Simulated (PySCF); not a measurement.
# State search for AgP

Unrestricted PBE0; basis Ag x2c-TZVPPall, P x2c-TZVPPall; spin-free X2C with a Gaussian nucleus; PySCF 2.14. Outer shells of the fragments: Ag 4d10 5s1; P 3s2 3p3.

Followed along the bond (rough minima from three points):

| 2Ms+1 | unpaired | ⟨S²⟩ at the start | R at minimum (Å) | Te (eV) |
| --- | --- | --- | --- | --- |
| 3 | π ↑↑ | 2.02 | 2.35 | 0.00 |
| 1 | π ↑↓ | 1.01 | 2.33 | 0.32 |
| 1 | none | 0.00 | none in the scan | ≤ 1.43 |
| 5 | σ ↑↑, π ↑↑ | 6.00 | none in the scan | ≤ 1.93 |

Solutions found at the starting distance of 2.400 Å, counted from the lowest of them; the search is not exhaustive and high or unbound solutions are not listed, so other states can lie among these:

```
2Ms+1    unpaired   term  E (eV)  ⟨S²⟩  ⟨Lz²⟩  μ (D)
    3        π ↑↑    ³Σ⁻    0.00  2.02   0.00  -3.03
    1        π ↑↓  mixed    0.32  1.01   2.03  -3.10
    1        none  mixed    1.44  0.00   2.01  -3.15
    3    σ ↑, π ↑     ³Π    1.69  2.01   1.02  -4.67
    1    σ ↓, π ↑  mixed    1.91  1.02   1.02  -4.56
    5  σ ↑↑, π ↑↑    ⁵Σ⁻    2.02  6.00   0.00   2.07
    3    σ ↑, π ↑     ³Π    2.92  2.01   1.02   3.12
    1    σ ↓, π ↑  mixed    3.00  1.01   1.02   3.16
    5  σ ↑, π ↑↑↑     ⁵Π    4.64  6.01   1.01   1.56
    3  σ ↓, π ↑↑↑  mixed    5.34  3.02   1.00   1.59
```

A term symbol is given only where ⟨S²⟩ and ⟨Lz²⟩ are close to those of a pure state; real π, δ and φ orbitals otherwise mix terms. A positive dipole means Ag(−)P(+).

Spin–orbit coupling is left out. Counting both spins, an empty level lies below a filled one in some of these solutions, because spin and occupation are held. The state is the lowest single determinant that the PBE0 search found; with open d or f shells the true ground state can be another one.
